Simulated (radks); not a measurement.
Results of a calculation; reference values are marked as such.
Question: Spherical quantum dot in the effective-mass picture: electrons in a parabolic well V = omega^2 r^2 / 2 with omega = 0.321, with a point charge +2 (a donor) at the centre, all in effective atomic units (hartree* = m*/eps^2 hartree, bohr* = eps/m* bohr), one dielectric constant everywhere. Level of theory: non-relativistic Kohn-Sham, LDA (Slater exchange, Perdew-Wang correlation), spin-polarised, spherical densities (a radial shooting solver with Libxc functionals). Levels are named by radial order and angular momentum (1s, 1p, 1d, 2s, ...), and open shells are averaged over m. Results are scaled to m* = 0.027 and eps = 12.6, for which hartree* = 4.628 meV and bohr* = 24.69 nm. At N = 6 the configuration is 1s2 1p(up 3, down 0) 2s(up 1, down 0). Does electron 7 go into 1d up or 1p down or 2s down?

Answer: Into 2s down. The total energies of the other choices lie higher by 0.0683 meV (1p down), 0.856 meV (1d up).
